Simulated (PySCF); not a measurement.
Compound: BrCl.
Geometry (CAM-B3LYP/cc-pVDZ, Å), atoms numbered from 1 in this order:
```
atom  x, y, z in Å
Cl1    1.0877   -0.0116   -0.0047
Br2   -1.0800   -0.0017   -0.0166
```

Computed with CAM-B3LYP/cc-pVDZ geometry optimisation, gas phase in PySCF 2.14.0.

Masses are those of the commonest isotopes; rigid-rotor values at the optimised geometry. 

Task: What are the moment of inertia and the rotational constant?

Result: I = 113.872 u·Å², B = 505379 MHz·u·Å²/I = 4438 MHz (0.1480 cm⁻¹, or 0.213 K as hB/k). For two atoms I = μr² with μ = 24.2317 u and r = 2.1678 Å.

Task: List the first levels of a rigid rotor in a Σ state.

Result: E(J) = BJ(J+1): J = 1: 0.296, J = 2: 0.888, J = 3: 1.776, J = 4: 2.961, J = 5: 4.441, J = 6: 6.218 cm⁻¹.

Task: Where do the first rotational lines fall?

Result: The dipole is 0.62 D; J+1 ← J lies at 2B(J+1): 1 ← 0 at 8.88 GHz, 2 ← 1 at 17.75 GHz, 3 ← 2 at 26.63 GHz, 4 ← 3 at 35.51 GHz, 5 ← 4 at 44.38 GHz, 6 ← 5 at 53.26 GHz.

Task: Estimate the classical rotational partition function at 50 K, 100 K and 500 K.

Result: Point group C∞v, symmetry number σ = 1; q = kT/(σhB), k/h = 20836.6 MHz/K: 235 at 50 K, 469 at 100 K, 2350 at 500 K.

No frequency check. Zero-point vibration and centrifugal distortion are left out.

Hardware: an Intel Xeon Platinum 8375C at 2.90 GHz with one thread, shared host with 128 logical CPUs at a one-minute load of 18. Cost: 3.7 s, 0.29 GiB resident at most. This is the geometry optimisation.
